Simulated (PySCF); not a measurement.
C4H7BO, SMILES B1(C)CC(O1)=C. Coordinates come from a B3LYP-D3(BJ)/def2-SVP optimisation. The structure was generated by enumeration, and PubChem lists no compound with its InChIKey, so it may never have been made.

Give the equilibrium geometry at B3LYP-D3(BJ)/def2-SVP (PySCF confirms it by a frequency run) as a Z-matrix, and its point group. (Estimate from the structure and the level; the computed values follow.)

point group Cs.
```
B
O 1 1.3885
C 2 1.4077 1 91.37
C 3 1.3282 2 125.49 1 180.00
H 4 1.0906 3 119.92 2 180.00
H 4 1.0917 5 119.30 3 180.00
C 3 1.5173 4 138.65 5 0.00
H 7 1.1013 3 114.99 4 -63.80
H 7 1.1013 8 108.83 3 -130.65
C 1 1.5546 2 126.76 3 180.00
H 10 1.1006 1 112.73 2 0.00
H 10 1.1043 11 108.73 1 122.58
H 10 1.1043 11 108.73 12 114.84
```
Charge 0, spin multiplicity 1.
